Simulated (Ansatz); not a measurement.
Program: Ansatz. Geometries: PBE0-D4/def2-TZVP. ΔE: electronic, gas phase. CCSD(T)/CBS adds triple-zeta CCSD(T) − MP2 to the extrapolated MP2 energy (def2 sets, frozen cores). This one scheme is used for every species. For Ge outer-core shells are correlated without core-valence functions, which leaves a few kJ/mol of doubt a bond. Scalar relativity is left out up to krypton. Each species was taken in one conformer, which may not be the lowest.

Consider the formal exchange of groups at the Si–C bond: `FC[SiH2]F` + `[NH2][GeH3]` → `[NH2][GeH2][SiH2]F` + `CF`.

```
             species  CCSD(T)/def2-TZVPP energy (Eh)
         `FC[SiH2]F`                      -529.02282
       `[NH2][GeH3]`                     -2133.28055
`[NH2][GeH2][SiH2]F`                     -2522.74778
                `CF`                      -139.56407
```

Task: Work out ΔE.

Result: ΔE = (-2522.74778) + (-139.56407) − (-529.02282) − (-2133.28055) = -0.00848 Eh = -5.3 kcal/mol. CCSD(T)/CBS gives -5.6 kcal/mol.

Largest T1 diagnostic among the species: 0.011.

In def2-TZVPP, CCSD(T) changes the Hartree–Fock value by −1.3 kcal/mol (the triples alone add −0.1 kcal/mol) and MP2 by −1.0 kcal/mol.
